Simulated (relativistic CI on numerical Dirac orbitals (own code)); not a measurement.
# Line list: Forbidden lines, Pb XL

Method of calculation: Dirac-Coulomb-Breit CI, separate exchange-only KLI orbitals for each configuration, QED by a radiative potential, unscaled Slater integrals (own radial code, finite nucleus).

CI space (outside the closed core [Ar] 3d10): 4s²4p⁶4d⁷, 4s²4p⁶4d⁶4f, 4s²4p⁵4d⁸, 4s4p⁶4d⁸, 4s²4p⁵4d⁷4f, 4s4p⁶4d⁷4f, 4s²4p⁶4d⁶5s, 4s²4p⁶4d⁵4f5s, 4s²4p⁶4d⁶5p, 4s²4p⁵4d⁷5s, 4s²4p⁶4d⁶5f, 4p⁶4d⁸4f, 4s²4p⁶4d⁵5s5p, 4s²4p⁶4d⁶6s, 4s4p⁶4d⁷5s, 4p⁶4d⁹, 4p⁵4d¹⁰, 4p⁵4d⁹4f, 4s²4p⁶4d⁵5s², 4s²4p⁶4d⁴4f5s², 4s²4p⁵4d⁵4f5s², 4s4p⁶4d⁵4f5s², 4p⁶4d⁸5s, 4p⁵4d⁹5s, 4p⁵4d⁸4f5s, 4p⁶4d⁷5s², 4p⁶4d⁶4f5s², 4p⁵4d⁸5s², 4p⁵4d⁷4f5s². Double excitations out of closed p, d and f shells are left out; levels of such configurations are missing from the list, as are those of other unlisted configurations, and high levels can miss mixing partners.

```tsv
λ vac (Å)	Lower	Upper	Type	A (s⁻¹)	gf	Branching (%)
47.599	4s²4p⁶4d⁷ ²H11/2 [9]	4s²4p⁶4d⁶4f ²K°15/2 [199]	M2	9.13e+03	4.96e-08	3.6
51.080	4s²4p⁶4d⁷ ²H11/2 [9]	4s²4p⁶4d⁶4f ⁴I°15/2 [128]	M2	1.01e+04	6.35e-08	22.4
52.350	4s²4p⁶4d⁷ ²H11/2 [9]	4s²4p⁶4d⁶4f ²K°15/2 [106]	M2	5.32e+04	3.50e-07	57.8
274.30	4s²4p⁶4d⁷ ⁴P3/2 [6]	4s²4p⁶4d⁷ ²D5/2 [18]	M1	2.74e+04	1.85e-06	5.9
279.30	4s²4p⁶4d⁷ ⁴P5/2 [7]	4s²4p⁶4d⁷ ²D5/2 [18]	M1	1.52e+05	1.07e-05	32.7
280.62	4s²4p⁶4d⁷ ²P3/2 [2]	4s²4p⁶4d⁷ ²D3/2 [12]	M1	3.67e+04	1.73e-06	26.1
306.58	4s²4p⁶4d⁷ ²D5/2 [3]	4s²4p⁶4d⁷ ²D3/2 [12]	M1	9.77e+04	5.51e-06	69.4
313.99	4s²4p⁶4d⁷ ²F7/2 [10]	4s²4p⁶4d⁷ ²D5/2 [18]	M1	5.30e+04	4.70e-06	11.4
318.26	4s²4p⁶4d⁷ ⁴F9/2 [1]	4s²4p⁶4d⁷ ²F7/2 [10]	M1	1.72e+04	2.09e-06	40.8
325.99	4s²4p⁶4d⁷ ⁴F7/2 [4]	4s²4p⁶4d⁷ ²F7/2 [17]	M1	9.82e+04	1.25e-05	29.4
328.37	4s²4p⁶4d⁶4f ⁴H°13/2 [33]	4s²4p⁶4d⁶4f ²K°15/2 [115]	M1	4.04e+04	1.04e-05	44.0
332.29	4s²4p⁶4d⁷ ²F5/2 [11]	4s²4p⁶4d⁷ ²D5/2 [18]	M1	1.39e+05	1.38e-05	30.0
346.85	4s²4p⁶4d⁷ ⁴F9/2 [1]	4s²4p⁶4d⁷ ²H11/2 [9]	M1	1.65e+04	3.57e-06	98.4
348.42	4s²4p⁶4d⁷ ⁴F5/2 [13]	4s²4p⁶4d⁷ ²D3/2 [19]	M1	5.52e+05	4.02e-05	61.3
358.20	4s²4p⁶4d⁷ ²H9/2 [5]	4s²4p⁶4d⁷ ²F7/2 [17]	M1	1.35e+05	2.08e-05	40.5
365.47	4s²4p⁶4d⁷ ⁴P3/2 [14]	4s²4p⁶4d⁷ ²D3/2 [19]	M1	2.86e+05	2.29e-05	31.8
375.45	4s²4p⁶4d⁷ ²H9/2 [5]	4s²4p⁶4d⁷ ²H9/2 [15]	M1	1.91e+05	4.04e-05	58.1
383.10	4s²4p⁶4d⁷ ⁴F7/2 [4]	4s²4p⁶4d⁷ ⁴F5/2 [13]	M1	5.25e+05	6.93e-05	84.0
387.42	4s²4p⁶4d⁷ ⁴P3/2 [6]	4s²4p⁶4d⁷ ²P1/2 [16]	M1	8.88e+04	4.00e-06	23.1
389.06	4s²4p⁶4d⁷ ⁴F9/2 [1]	4s²4p⁶4d⁷ ²H9/2 [5]	M1	1.92e+05	4.37e-05	99.9
391.22	4s²4p⁶4d⁶4f ⁴L°17/2 [81]	4s²4p⁶4d⁶4f ²M°17/2 [207]	M1	9.03e+04	3.73e-05	59.4
395.28	4s²4p⁶4d⁷ ²D5/2 [3]	4s²4p⁶4d⁷ ²F5/2 [11]	M1	6.41e+04	9.02e-06	81.3
404.78	4s²4p⁶4d⁶4f ⁴K°15/2 [77]	4s²4p⁶4d⁶4f ²K°15/2 [199]	M1	8.51e+04	3.35e-05	33.5
409.30	4s²4p⁶4d⁷ ⁴P1/2 [8]	4s²4p⁶4d⁷ ²P1/2 [16]	M1	2.93e+05	1.47e-05	76.3
409.64	4s²4p⁶4d⁶4f ⁴I°15/2 [39]	4s²4p⁶4d⁶4f ²K°15/2 [115]	M1	3.62e+04	1.46e-05	39.4
416.69	4s²4p⁶4d⁶4f ⁴L°17/2 [81]	4s²4p⁶4d⁶4f ²K°15/2 [199]	M1	1.03e+05	4.30e-05	40.6
422.87	4s²4p⁶4d⁶4f ⁴I°15/2 [39]	4s²4p⁶4d⁶4f ⁴K°17/2 [111]	M1	3.38e+04	1.63e-05	86.9
424.22	4s²4p⁶4d⁷ ⁴P3/2 [6]	4s²4p⁶4d⁷ ⁴P3/2 [14]	M1	2.37e+05	2.56e-05	48.3
424.75	4s²4p⁶4d⁷ ²D5/2 [3]	4s²4p⁶4d⁷ ²F7/2 [10]	M1	2.23e+04	4.82e-06	52.8
425.41	4s²4p⁶4d⁷ ²H11/2 [9]	4s²4p⁶4d⁷ ²H9/2 [15]	M1	1.10e+05	2.98e-05	33.4
428.58	4s²4p⁶4d⁷ ²P3/2 [2]	4s²4p⁶4d⁷ ⁴P1/2 [8]	M1	2.18e+05	1.20e-05	99.9
435.83	4s²4p⁶4d⁷ ⁴F9/2 [1]	4s²4p⁶4d⁷ ⁴F7/2 [4]	M1	2.96e+05	6.74e-05	93.9
436.28	4s²4p⁶4d⁷ ⁴P5/2 [7]	4s²4p⁶4d⁷ ⁴P3/2 [14]	M1	2.40e+05	2.74e-05	48.9
439.09	4s²4p⁶4d⁷ ²D3/2 [12]	4s²4p⁶4d⁷ ²D5/2 [18]	M1	8.19e+04	1.42e-05	17.7
442.38	4s²4p⁶4d⁷ ²P3/2 [2]	4s²4p⁶4d⁷ ⁴P5/2 [7]	M1	8.32e+04	1.47e-05	53.6
449.77	4s²4p⁶4d⁷ ⁴P3/2 [6]	4s²4p⁶4d⁷ ⁴F5/2 [13]	M1	6.02e+04	1.10e-05	9.6
450.46	4s²4p⁶4d⁷ ²F7/2 [10]	4s²4p⁶4d⁷ ²F7/2 [17]	M1	5.04e+04	1.23e-05	15.1
455.51	4s²4p⁶4d⁷ ²P3/2 [2]	4s²4p⁶4d⁷ ⁴P3/2 [6]	M1	1.35e+05	1.68e-05	50.7
463.35	4s²4p⁶4d⁷ ⁴P5/2 [7]	4s²4p⁶4d⁷ ⁴F5/2 [13]	M1	3.21e+04	6.19e-06	5.1
467.57	4s²4p⁶4d⁶4f ⁴I°15/2 [39]	4s²4p⁶4d⁶4f ⁶H°15/2 [102]	M1	1.39e+05	7.28e-05	83.1
478.10	4s²4p⁶4d⁷ ²F7/2 [10]	4s²4p⁶4d⁷ ²H9/2 [15]	M1	2.36e+04	8.08e-06	7.2
489.13	4s²4p⁶4d⁷ ²F5/2 [11]	4s²4p⁶4d⁷ ²F7/2 [17]	M1	4.02e+04	1.15e-05	12.0
510.52	4s²4p⁶4d⁷ ²D5/2 [3]	4s²4p⁶4d⁷ ⁴P5/2 [7]	M1	7.04e+04	1.65e-05	45.4
528.10	4s²4p⁶4d⁷ ²D5/2 [3]	4s²4p⁶4d⁷ ⁴P3/2 [6]	M1	1.31e+05	2.20e-05	49.3
663.70	4s²4p⁶4d⁷ ²D5/2 [3]	4s²4p⁶4d⁷ ⁴F7/2 [4]	M1	1.91e+04	1.01e-05	6.1
```

Terms are leading LS components. Brackets give the number of a level in order of energy, since labels repeat. The list gives strong lines, with weight on those to low levels, among the lowest 400 of 10512 levels, so that lines to higher ones, which can be the strongest, are missing. Levels whose partners in the same complex of configurations lie outside the list can be far off, and so can their lines. Rates are taken at the computed energies, electric ones in the length gauge.

At this charge energies of transitions that change n are usually good to better than 1 %, and those within a shell (Δn = 0) to a few per cent. Terms inside the open d or f shell come out 10 to 20 % too wide with unscaled integrals.

LS names give the leading component of a level, which can be under half, so a name can repeat, a term be missing and a line seem to break the LS rules.
